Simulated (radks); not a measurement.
The numbers below are computed, except where a source is named.
Task: All-electron atom: Pm+ in [Kr] 4d10 4f5 5s1 5p6 6s1 6p1 (not the ground configuration). Level of theory: Dirac Kohn-Sham, AM05, spin-unpolarised, spherical densities, finite nucleus; open shells fill j = l - 1/2 first; Fermi nuclear charge, rms radius 4.962 fm (a radial shooting solver on a logarithmic mesh with Libxc functionals). Some entries of the table are withheld. Estimate them.

| orbital | occ. | eigenvalue (hartree) | <r^2> (bohr^2) | <r> (bohr) |
|---|---|---|---|---|
| 1s1/2 | 2 | -1651.744 | 0.0007326 | 0.02319 |
| 2s1/2 | 2 | -268.8661 | 0.01151 | 0.09852 |
| 2p1/2 | 2 | -254.7165 | 0.008397 | (1) |
| 2p3/2 | 4 | -234.1576 | 0.009643 | (2) |
| 3s1/2 | 2 | -58.96248 | 0.07761 | 0.2604 |
| 3p1/2 | 2 | -52.88669 | 0.07265 | 0.2500 |
| 3p3/2 | 4 | -48.75332 | 0.07994 | 0.2626 |
| 3d3/2 | 4 | -38.16822 | (3) | 0.2340 |
| 3d5/2 | 6 | -37.27139 | (4) | 0.2379 |
| 4s1/2 | 2 | -12.07749 | 0.3977 | 0.5934 |
| 4p1/2 | 2 | -9.76669 | 0.4217 | 0.6085 |
| 4p3/2 | 4 | -8.86188 | 0.4623 | 0.6374 |
| 4d3/2 | 4 | (5) | 0.5418 | 0.6830 |
| 4d5/2 | 6 | (6) | 0.5581 | 0.6933 |
| 5s1/2 | 1 | -1.97901 | 2.268 | 1.421 |
| 5p1/2 | 2 | -1.34417 | 2.845 | 1.586 |
| 5p3/2 | 4 | -1.21437 | 3.156 | 1.670 |
| 4f5/2 | 5 | -0.54275 | 1.284 | 0.9870 |
| 4f7/2 | 0 | -0.52470 | 1.321 | 0.9998 |
| 6s1/2 | 1 | -0.37827 | 15.06 | 3.670 |
| 6p1/2 | 1 | -0.25574 | 21.66 | 4.398 |
| 6p3/2 | 0 | -0.24080 | 23.53 | 4.585 |

Result: 
(1) 2p1/2 <r> (bohr): 0.08248
(2) 2p3/2 <r> (bohr): 0.08899
(3) 3d3/2 <r^2> (bohr^2): 0.06452
(4) 3d5/2 <r^2> (bohr^2): 0.06657
(5) 4d3/2 eigenvalue (hartree): -5.05676
(6) 4d5/2 eigenvalue (hartree): -4.89602
